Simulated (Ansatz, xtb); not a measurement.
# Relative energy of two isomers of C6H9Cl2+

We compare a, `C=C[C+](C)CC(Cl)Cl`, a singlet, with b, `C[CH+]/C=C/CC(Cl)Cl`, a singlet. Both are isolated ions in the gas phase, relaxed with B3LYP-D3(BJ)/def2-SVP; the shapes shown needn't be the lowest conformers.

a (Å):

```csv
atom,x (Å),y (Å),z (Å)
C,0.1587,-1.5792,-1.4753
C,-0.2727,-0.7431,-0.4808
C,0.4430,0.4063,-0.0731
C,-0.1074,1.2734,0.9830
C,1.7197,0.8220,-0.7094
C,1.5174,1.7911,-1.9209
Cl,0.5798,1.0259,-3.2391
Cl,3.1151,2.3191,-2.4795
H,1.1365,-1.4839,-1.9510
H,-0.4783,-2.3978,-1.8260
H,-1.2434,-0.9295,-0.0134
H,0.0425,2.3416,0.7484
H,0.5014,1.1010,1.8971
H,-1.1571,1.0664,1.2257
H,2.3236,1.3864,0.0166
H,2.3155,-0.0270,-1.0671
H,0.9568,2.6838,-1.6197
```

b (Å):

```xyz
17

C    -3.7715    1.7740   -2.4038
C    -2.6596    1.5543   -1.4825
C    -1.4468    0.9567   -1.8047
C    -0.4734    0.8205   -0.8268
C     0.8658    0.2579   -1.0407
C     1.4505   -0.5264    0.1497
Cl    1.4004    0.4649    1.6431
Cl    3.0995   -1.0428   -0.2589
H    -4.6836    1.2991   -1.9885
H    -4.0251    2.8538   -2.4095
H    -3.5859    1.4199   -3.4253
H    -2.7966    1.8912   -0.4454
H    -1.2646    0.6011   -2.8238
H    -0.6909    1.1829    0.1872
H     0.9281   -0.3412   -1.9624
H     1.5305    1.1385   -1.1940
H     0.8677   -1.4321    0.3550
```

Question: Estimate which is lower in electronic energy at CCSD(T)/def2-SVP + ΔMP2/def2-TZVPP, and by roughly how much.

Answer: The CCSD(T)/def2-SVP + ΔMP2/def2-TZVPP calculation puts structure b lower, by 2.6 kcal/mol.

How the difference moves with the method:

```
                             level               geometry  E(b) − E(a) (kcal/mol)  departure from the last row (kcal/mol)  job, with rough time for the two
             B3LYP-D3(BJ)/def2-SVP  B3LYP-D3(BJ)/def2-SVP                      −3.3                                    −0.7             optimisation, 1.8 min
                       HF/def2-SVP  B3LYP-D3(BJ)/def2-SVP                      −7.4                                    −4.8           part of the CCSD(T) run
                      MP2/def2-SVP  B3LYP-D3(BJ)/def2-SVP                      −3.2                                    −0.6           part of the CCSD(T) run
                  CCSD(T)/def2-SVP  B3LYP-D3(BJ)/def2-SVP                      −3.1                                    −0.5                      single point
CCSD(T)/def2-SVP + ΔMP2/def2-TZVPP  B3LYP-D3(BJ)/def2-SVP                      −2.6                                                     single point, 2.6 min
```

As drawn, both hold the same kinds of bond in the same numbers.

The levels shown agree on the order. The largest departure from CCSD(T)/def2-SVP + ΔMP2/def2-TZVPP is that of HF/def2-SVP, 4.8 kcal/mol. Levels run at GFN2-xTB geometries aren't shown. The last row adds to CCSD(T) the change of the MP2 difference between the two basis sets, here +0.5 kcal/mol.

With thermal terms from frequencies at re-optimised GFN2-xTB minima (ideal gas, soft modes damped towards free rotors, one conformer each, 298.15 K, 1 atm): the zero-point term adds −2.5 kcal/mol; ΔH is −4.3 and ΔG −6.5 kcal/mol.

The correlated steps freeze 16 core orbitals. Run with Ansatz 0.2.0, xtb 6.7.1; the last row on 4 threads of Arm Neoverse V2 on a shared host.
